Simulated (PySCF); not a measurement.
Geometry (Å), atoms numbered from 1 in this order:
```xyz
14

N    -1.172    2.164   -1.687
C    -0.826    1.352   -0.962
C    -0.343    0.317   -0.065
C    -1.537   -0.515    0.420
F    -1.113   -1.687    0.982
C     0.873   -0.466   -0.605
C     1.615    0.145    0.587
O     0.442    0.849    1.009
H    -2.084    0.040    1.188
H    -2.195   -0.774   -0.417
H     0.754   -1.545   -0.576
H     1.216   -0.148   -1.586
H     1.943   -0.566    1.349
H     2.426    0.833    0.340
```

Geometry: GFN2-xTB; GIAO absolute shieldings from PySCF, gas phase, non-relativistic, averaged over equivalent atoms.

At PBE0/pcSseg-1 (166 basis functions, 25 s wall time on 1 thread of an Arm Neoverse V1, shared host):
| atoms | σ (ppm) |
| --- | --- |
| N1 | -48.2 |
| C2 | 64.7 |
| C4 | 97.7 |
| C3 | 109.9 |
| C7 | 117.7 |
| C6 | 157.2 |
| F5 | 423.9 |
| O8 | 279.4 |
| H9 | 26.73 |
| H14 | 26.88 |
| H13 | 26.98 |
| H10 | 27.16 |
| H11 | 28.36 |
| H12 | 28.79 |

What do these become at PBE0/IGLO-II?

## Answers


```tsv
atoms	σ at PBE0/IGLO-II	change
N1	-40.8	+7.4
C2	68.3	+3.6
C4	100.2	+2.5
C3	110.3	+0.4
C7	119.6	+1.9
C6	160.0	+2.8
F5	426.2	+2.3
O8	281.8	+2.4
H9	27.34	+0.61
H14	27.41	+0.53
H13	27.48	+0.50
H10	27.65	+0.49
H11	28.89	+0.53
H12	29.30	+0.51
```

The largest change is at N1 (nitrile nitrogen). Cost: 212 basis functions, 23 s wall time on 1 thread of an Arm Neoverse V1, shared host. The order of the carbon signals is the same at both levels.
